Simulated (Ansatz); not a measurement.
CH3AlO2S at its PBE0-D4/def2-TZVP geometry, where that method's forces vanish. Total charge 0; spin multiplicity 1.

```csv
atom,x (Å),y (Å),z (Å)
S1,1.0610,1.5776,2.2029
Al2,0.3794,0.4327,0.5077
O3,0.9359,-0.0172,-1.0547
C4,-0.3025,-0.7153,-1.1920
O5,-0.9934,-0.4909,0.0384
H6,-0.0821,1.3053,2.8618
H7,-0.1204,-1.7863,-1.3344
H8,-0.8779,-0.3060,-2.0297
```

(1) For each bond, give half the difference of the two atoms' forces along it (eV/Å; positive pushes the atoms apart) under PBE-D4, r2SCAN-D4, B3LYP-D4, ωB97M-V in def2-TZVPP. (An estimate is asked.)

Answers

(1) The calculation gave: 
| bond | length (Å) | PBE-D4 | r2SCAN-D4 | B3LYP-D4 | ωB97M-V |
| --- | --- | --- | --- | --- | --- |
| S1–Al2 | 2.156 | -0.11 | 0.00 | -0.04 | -0.08 |
| S1–H6 | 1.347 | 0.25 | 0.01 | -0.01 | -0.09 |
| Al2–O3 | 1.718 | 0.50 | 0.11 | 0.10 | 0.07 |
| Al2–O5 | 1.720 | 0.49 | 0.10 | 0.10 | 0.07 |
| O3–C4 | 1.428 | 0.40 | 0.28 | 0.34 | 0.25 |
| C4–O5 | 1.429 | 0.38 | 0.28 | 0.33 | 0.24 |
| C4–H7 | 1.096 | 0.06 | -0.09 | -0.21 | -0.21 |
| C4–H8 | 1.096 | 0.06 | -0.08 | -0.21 | -0.21 |

B3LYP here is the variant with VWN-RPA as its local correlation; programs differ in this.

Results of the Gaussian-basis code of Ansatz.
